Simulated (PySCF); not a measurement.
Precursor series Zr Cl-F. Isolated molecules, 0 K electronic values unless said otherwise.

The HOMO–LUMO gap from two functionals at the same geometries (r2SCAN-D4/def2-SVP), both in PySCF: PBE-D3(BJ)/def2-TZVP and B3LYP-D3(BJ)/def2-TZVP. B3LYP has the VWN-RPA correlation part, as in Gaussian. 

| species | PBE-D3(BJ)/def2-TZVP (eV) | B3LYP-D3(BJ)/def2-TZVP (eV) |
|---|---|---|
| 0 of 4 Cl replaced by F ([Zr(Cl)4]) | 4.82 | 6.48 |
| 1 of 4 Cl replaced by F ([Zr(Cl)3(F)]) | 5.00 | 6.67 |
| 2 of 4 Cl replaced by F ([Zr(Cl)2(F)2]) | 5.31 | 7.01 |
| 3 of 4 Cl replaced by F | 5.84 | 7.62 |
| 4 of 4 Cl replaced by F | 7.89 | 10.24 |

Over these rows, drawn at random from the members with no instability flagged (it was tested for open shells, ions and some series alone), PBE minus B3LYP-D3(BJ): mean -1.83 eV, from -2.35 eV to -1.67 eV.
